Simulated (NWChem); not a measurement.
Program: NWChem. System: OSn, charge 1, spin multiplicity 2, at the geometry of a parent with another charge or spin, in a state set for the comparison that need not be this species' ground state. Its SCF solution wasn't tested for a lower state. Level: UPBE/def2-TZVPD with def2 effective core potentials on Sn.

The NWChem input:

```
start mol
memory heap 200 mb stack 900 mb global 1100 mb
charge 1
geometry units angstroms nocenter noautoz
  Sn     0.000000     0.000000     0.253566
  O      0.000000     0.000000    -1.584789
  symmetry group C2v
end
basis spherical
  * library def2-tzvpd
end
ecp
  Sn library def2-ecp
end
dft
  xc xpbe96 cpbe96
  odft
  mult 2
  semidirect memsize 60000000 filesize 0
  iterations 100
end
task dft energy
```

Part of the output:

```
             Northwest Computational Chemistry Package (NWChem) 7.3.0
             --------------------------------------------------------

                                NWChem Input Module
                                -------------------

 Scaling coordinates for geometry "geometry" by  1.889725989
 (inverse scale =  0.529177249)

 Turning off AUTOSYM since
 SYMMETRY directive was detected!

                             Geometry "geometry" -> ""
                             -------------------------

 Output coordinates in angstroms (scale by  1.889725989 to convert to a.u.)

  No.       Tag          Charge          X              Y              Z
 ---- ---------------- ---------- -------------- -------------- --------------
    1 Sn                  50.0000     0.00000000     0.00000000     0.25356600
    2 O                    8.0000     0.00000000     0.00000000    -1.58478900

 Effective nuclear repulsion energy (a.u.)     115.1414713697

            Nuclear Dipole moment (a.u.)
            ----------------------------
        X                 Y               Z
 ---------------- ---------------- ----------------
     0.0000000000     0.0000000000    -0.0000226767

      Symmetry information
      --------------------

 Group name             C2v
 Group number             16
 Group order               4
 No. of unique centers     2

      Symmetry unique atoms

     1    2


 Summary of "ao basis" -> "" (spherical)
 ------------------------------------------------------------------------------
       Tag                 Description            Shells   Functions and Types
 ---------------- ------------------------------  ------  ---------------------
 *                         def2-tzvpd                 on all atoms

 Summary of "ao basis" -> "ao basis" (spherical)
 ------------------------------------------------------------------------------
       Tag                 Description            Shells   Functions and Types
 ---------------- ------------------------------  ------  ---------------------
 Sn                        def2-tzvpd               18       56   7s5p4d2f
[...]
   alpha - beta orbital overlaps
   -----------------------------

   alpha      1      2      3      4      5      6      7      8      9     10
    beta      1      2      3      4      5      6      7      8      9     10
 overlap   1.000  1.000  1.000  1.000  1.000  0.998  1.000  1.000  1.000  1.000

   alpha     11     12     13     14     15     16     17     18     19     20
    beta     11     12     15     13     14     16     17     18     19     20
 overlap   0.998  0.981  0.981  0.999  0.999  0.999  0.999  0.994  0.997  1.000

   alpha     21     22     23     24     25     26     27     28     29     30
    beta     21     22     23     26     24     25     27     28     29     30
 overlap   1.000  0.996  0.996  0.995  0.996  0.996  0.994  0.998  0.999  0.999

   alpha     31     32     33     34     35     36     37     38     39     40
    beta     33     31     32     34     35     36     37     38     39     40
 overlap   0.997  1.000  1.000  0.999  0.999  0.993  0.992  1.000  1.000  1.000

   alpha     41     42     43     44     45     46     47     48     49     50
    beta     41     42     43     44     45     46     47     48     49     50
 overlap   1.000  0.999  0.998  0.998  1.000  1.000  0.998  0.998  0.998  1.000

   alpha     51     52     53     54     55     56     57     58     59     60
    beta     51     52     53     54     55     56     57     58     59     60
 overlap   1.000  0.998  0.998  0.999  0.999  0.998  0.999  0.999  1.000  1.000

   alpha     61     62     63     64     65     66     67     68     69     70
    beta     61     62     63     64     65     66     67     68     69     70
 overlap   0.999  1.000  1.000  1.000  1.000  0.995  1.000  1.000  1.000  1.000

   alpha     71     72     73     74     75     76     77     78     79     80
    beta     73     71     72     75     74     76     77     78     82     81
 overlap   0.995  1.000  1.000  1.000  1.000  0.998  0.998  0.998  1.000  1.000

   alpha     81     82     83     84     85     86     87     88     89     90
    beta     79     80     84     83     85     86     87     89     88     90
 overlap   1.000  1.000  1.000  1.000  1.000  1.000  1.000  1.000  1.000  1.000

   alpha     91     92     93     94     95     96
    beta     91     92     93     94     95     96
 overlap   1.000  1.000  1.000  1.000  1.000  1.000

     --------------------------
     Expectation value of S2:
     --------------------------
      <S2> =      0.7567 (Exact =     0.7500)

 center of mass
 --------------
 x =   0.00000000 y =   0.00000000 z =   0.06417789

 moments of inertia (a.u.)
 ------------------
         169.976453285028           0.000000000000           0.000000000000
           0.000000000000         169.976453285028           0.000000000000
           0.000000000000           0.000000000000           0.000000000000

     Multipole analysis of the density
     ---------------------------------

     L   x y z        total         alpha         beta         nuclear
     -   - - -        -----         -----         ----         -------
     0   0 0 0      1.000000    -15.000000    -14.000000     30.000000

     1   1 0 0     -0.000000     -0.000000     -0.000000      0.000000
     1   0 1 0      0.000000      0.000000     -0.000000      0.000000
     1   0 0 1      1.333210      8.120868      6.629132    -13.416790

     2   2 0 0    -17.088446     -8.846850     -8.241596      0.000000
     2   1 1 0     -0.000000     -0.000000     -0.000000      0.000000
     2   1 0 1     -0.000000      0.000000     -0.000000      0.000000
     2   0 2 0    -17.088446     -8.846850     -8.241596      0.000000
     2   0 1 1     -0.000000     -0.000000      0.000000      0.000000
     2   0 0 2    -18.374463    -52.483529    -42.693654     76.802720

 Task  times  cpu:        3.2s     wall:        3.2s

 Total times  cpu:        3.2s     wall:        3.2s
```
